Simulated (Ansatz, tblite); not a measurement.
Adding an electron: the cluster Be2Te⁺. Charge 1, multiplicity 2. Geometry: PBE-D4/def2-TZVP. Ansatz, gas phase; energy differences of separate SCF runs; the reduced species is a singlet (the triplet lies 0.47 eV higher at PBE0-D4/def2-TZVP).

```tsv
atom	x (Å)	y (Å)	z (Å)
Be1	-0.3179	-0.6245	-1.0156
Be2	-0.7349	0.9481	0.2892
Te3	1.0529	-0.3236	0.7264
```

In the def2 sets Te takes a core potential; there is no spin–orbit coupling. The xTB rows come from tblite. The structure comes from a short search, and lower isomers may exist.

(1) Estimate orbital energies and vertical electron affinities at: GFN1-xTB; GFN2-xTB; PBE-D4/def2-TZVP; r2SCAN-D4/def2-TZVP; PBE0-D4/def2-TZVP.

Answers

(1) 
| level | −HOMO (eV) | −LUMO (eV) | vertical EA (eV) | HOMO–LUMO gap (eV) |
| --- | --- | --- | --- | --- |
| GFN1-xTB | – | – | 11.89 | – |
| GFN2-xTB | – | – | 9.60 | – |
| PBE-D4/def2-TZVP | 11.04 | 9.65 | 7.22 | 1.39 |
| r2SCAN-D4/def2-TZVP | 11.29 | 9.12 | 7.09 | 2.17 |
| PBE0-D4/def2-TZVP | 11.95 | 8.86 | 7.20 | 3.09 |

  HOMO and LUMO are the levels of the spin that leaves or enters (xTB has no such levels and no spin-polarisation term). Other spin states of the ions may lie lower, which would lower the ionisation energy or raise the affinity. Raw xTB energy differences between charge states are shifted by several eV; the methods need an empirical correction for them.
